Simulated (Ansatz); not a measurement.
C2H6Cl2O2Si⁻, that is Si(OMe)2Cl2 with one electron more. Total charge -1; doublet. Geometry r2SCAN-D4/def2-SVP, that of the neutral singlet; atoms count from 1.

```xyz
13

Si   -0.1915    0.1478    0.0496
O    -0.2629   -1.4234   -0.3698
C    -1.4445   -2.1892   -0.5229
H    -2.0207   -2.2255    0.4179
H    -1.1515   -3.2119   -0.7987
H    -2.0865   -1.7756   -1.3199
O     1.3839    0.5553    0.0916
C     1.9026    1.8352    0.4067
H     1.5477    2.5961   -0.3098
H     2.9987    1.7791    0.3505
H     1.6137    2.1420    1.4269
Cl   -1.0761    0.4546    1.8874
Cl   -1.2129    1.3155   -1.3096
```

The highest occupied level of the charge -1 doublet lies above zero (up to 1.63 eV). By energy differences it is unbound by 0.72 eV (vertical, to the charge 0 singlet, at PBE0-D4/def2-TZVPD) and held by the finite basis.

Estimate the Mulliken populations from the PBE0/def2-TZVPD orbitals of Ansatz.


| atom | charge (e) | spin (α − β) |
| --- | --- | --- |
| Si1 | -1.31 | 2.15 |
| O2 | 0.24 | -0.45 |
| C3 | -0.91 | 0.45 |
| H4 | 0.20 | 0.03 |
| H5 | 0.24 | -0.10 |
| H6 | 0.20 | 0.03 |
| O7 | 0.24 | -0.45 |
| C8 | -0.91 | 0.45 |
| H9 | 0.20 | 0.03 |
| H10 | 0.24 | -0.10 |
| H11 | 0.20 | 0.03 |
| Cl12 | 0.17 | -0.53 |
| Cl13 | 0.17 | -0.53 |
Mulliken values and Mayer orders depend strongly on the basis. With diffuse functions, as here, like atoms can get unlike values, and bond orders can come out too low or too high.

Where does the spin sit?

Summed by element: Si 2.15, O -0.91, C 0.89, H -0.07, Cl -1.07, of 1 unpaired in all. Largest on single atoms: Si1 2.15, Cl13 -0.53, Cl12 -0.53.

And the Mayer bond orders between bonded heavy atoms (over 0.3)?

O2–C3 0.41 (1.42 Å); O7–C8 0.40 (1.42 Å). Values over 0.3 also appear between atoms too far apart for a bond (Si1–C3 1.98 at 2.71 Å; Si1–C8 1.98 at 2.71 Å; O2–O7 0.46 at 2.62 Å; O2–Cl12 0.60 at 3.05 Å; O2–Cl13 0.60 at 3.05 Å; C3–C8 0.43 at 5.32 Å; O7–Cl12 0.60 at 3.05 Å; O7–Cl13 0.60 at 3.05 Å); they arise where an orbital or an unpaired electron spreads over both atoms.
